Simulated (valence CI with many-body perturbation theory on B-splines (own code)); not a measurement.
# Sensitivity of CI+MBPT for W3+

Method: valence CI with perturbative core correlation (CI+MBPT): three valence electrons over a frozen Dirac-Fock core [Xe] 4f14, radial functions for each j: 6 s, 6 p, 5 d, 5 f, 1 g, with the one-electron correlation potential Σ1, the two-electron term Σ2, the three-electron term Σ3, Breit, model QED; selected CI, second order for the rest, scaled by the run's own slope (own B-spline code, finite nucleus).

Set against measurement, 22 paired levels are off by 795 cm⁻¹ on average, the worst by 1923. Only levels of the ground parity were solved; by the run's estimate the other parity begins above the list, which can be wrong where configurations are misplaced. 1 measured level below the end of the list, from 45517 cm⁻¹ on, found no clear computed partner.

The reference run has the lowest level 5d3 4F_3/2 and an ionisation energy of 37.8788 eV. Its largest variational space holds 5293 state functions.

Names give the largest LS component (configuration and term), which can be under half, so a name can repeat, a term be missing and a line seem to break the LS rules; names also repeat where a configuration has a term twice. Letters in brackets count levels of one name in rising energy.

Changed runs:
A. Davidson tolerance 2e-05 → 0.001; core polarisation of operators on → off
B. orbitals per symmetry with explicit Σ2 and valence Breit (the others get mean screening factors) 5 → 4
C. scale of Σ2 1 → 0
D. correlating orbitals by l 3 3 3 3 1 → 0 0 0 0 0 (bad on purpose)

Excitation energies of the reference run in cm⁻¹, and shifts in cm⁻¹:

```csv
Level,Reference,A,B,C,D
5d3 4F_5/2,3409,0,+6.3,-97,-129
5d3 4F_7/2,6628,0,+16,-221,-85
5d3 4F_9/2,9270,0,+29,-318,+116
5d3 4P_3/2 [a],10925,0,-0.7,-534,+1007
5d3 4P_1/2,12413,0,-10,-399,+870
5d3 2G_7/2,15704,0,+85,-447,+1054
5d3 2H_9/2,16546,0,+83,-124,+1067
5d3 4P_5/2,17698,0,-10,-393,+809
5d3 2P_1/2,19036,0,+16,-942,+989
5d3 4P_3/2 [b],19151,0,+34,-934,+1109
5d3 2H_11/2,22689,0,+108,+12,+1431
5d3 2D_5/2 [a],23635,0,+74,-1430,+1420
Ionisation energy (eV),37.8788,0,+0.0209,-0.5937,-0.0171
```

No effect on these energies: A.
